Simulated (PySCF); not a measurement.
**Ba⁴⁴⁺ (barium, charge +44) across methods**

[Ne] 3s2, closed-shell 1S. All numbers are calculated (PySCF 2.14, the spin-free X2C one-electron Hamiltonian (Gaussian nucleus), in an even-tempered Gaussian basis (18 s from 9.2 bohr⁻², ratio 2.5; 12 p from 12 bohr⁻², ratio 2.5; 4 d from 44 bohr⁻², ratio 2.7; 4 f from 66 bohr⁻², ratio 2.7)). The B2PLYP total includes its PT2 part (frozen core); its orbital energies are those of the SCF part.

```
method  E (hartree)  mean ε 2s (eV)  mean ε 2p (eV)  mean ε 3s (eV)  Σ⟨r²⟩ (bohr²)   ⟨S²⟩
r2SCAN     -6282.88         -8688.8         -8113.8         -3514.8         0.2485  0.000
   LDA     -6275.88         -8658.4         -8095.0         -3513.1         0.2484  0.000
B2PLYP     -6283.04         -8751.8         -8165.3         -3532.4         0.2483  0.000
PBEsol     -6279.66         -8663.0         -8096.5         -3513.3         0.2483  0.000
  PBE0     -6282.67         -8707.1         -8130.2         -3522.9         0.2483  0.000
   PBE     -6282.67         -8666.8         -8098.7         -3514.5         0.2482  0.000
   UHF  -6282.19677         -8826.2         -8222.8         -3547.0         0.2484  0.000
```

Spin-orbit coupling, which splits the p, d and f shells strongly at this Z, is absent.
